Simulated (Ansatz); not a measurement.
`CC[Te]C` + BH₃ → `B[Te]C` + ethane at 400 K and 1 bar (formal exchange of groups at a Te–C bond).

Calculated with Ansatz (gas phase, PBE0-D4/def2-TZVP geometries, no zero-point term in ΔE). CCSD(T)/CBS is the MP2 limit (def2-TZVPP, def2-QZVPP) plus CCSD(T) − MP2 in def2-TZVPP, frozen cores. This one scheme is used for every species. def2 core potentials past Kr. For Te outer-core shells are correlated without core-valence functions, which leaves a few kJ/mol of doubt a bond. Each species was taken in one conformer, which may not be the lowest.

```json
{"species": "`CC[Te]C`", "CCSD(T)/CBS energy (Eh)": "-386.69985", "H − E (kJ/mol)": "299.3", "S (J/(mol·K))": "386.5"}
{"species": "BH₃", "CCSD(T)/CBS energy (Eh)": "-26.55200", "H − E (kJ/mol)": "82.6", "S (J/(mol·K))": "199.4"}
{"species": "`B[Te]C`", "CCSD(T)/CBS energy (Eh)": "-333.57904", "H − E (kJ/mol)": "175.4", "S (J/(mol·K))": "338.5"}
{"species": "`CC`", "CCSD(T)/CBS energy (Eh)": "-79.71954", "H − E (kJ/mol)": "213.5", "S (J/(mol·K))": "244.3"}
```

H − E and S are ideal-gas, rigid-rotor, harmonic terms from PBE0-D4/def2-TZVP, for one conformer and one mirror image of each species. 1 Eh = 2625.50 kJ/mol, R = 8.31446 J/(mol·K).

By hand: ΔE, ΔH, ΔS and ΔG.

ΔE = (-333.57904) + (-79.71954) − (-386.69985) − (-26.55200) = -0.04673 Eh = -122.7 kJ/mol. Δ(H − E) = 175.4 + 213.5 − 299.3 − 82.6 = 7.0, so ΔH = -115.7 kJ/mol. ΔS = 338.5 + 244.3 − 386.5 − 199.4 = -3.1 J/(mol·K). ΔG = -115.7 − 400 × (-3.1)/1000 = -114.5 kJ/mol.

By hand: the equilibrium constant, and the temperature at which ΔG would vanish if ΔH and ΔS stayed fixed.

log₁₀ K = −ΔG/(RT ln 10) = 15.0. ΔG = 0 at ΔH/ΔS = 37323 K, far beyond where these terms or the molecules hold.

The number of gas molecules stays the same, so ΔS is small and ΔH decides. A doubt of 5 kJ/mol in ΔE shifts log₁₀ K by 0.7 here. Other conformers and mirror images would add mixing entropy, several J/(mol·K) or more a flexible species. Modes under 60 cm⁻¹, often nearly free rotors, make the harmonic entropy too high. These are equilibria of isolated gas molecules and say nothing of rates. Largest T1 diagnostic: 0.015 (customary marks: 0.02 for closed shells, 0.045 for open ones).
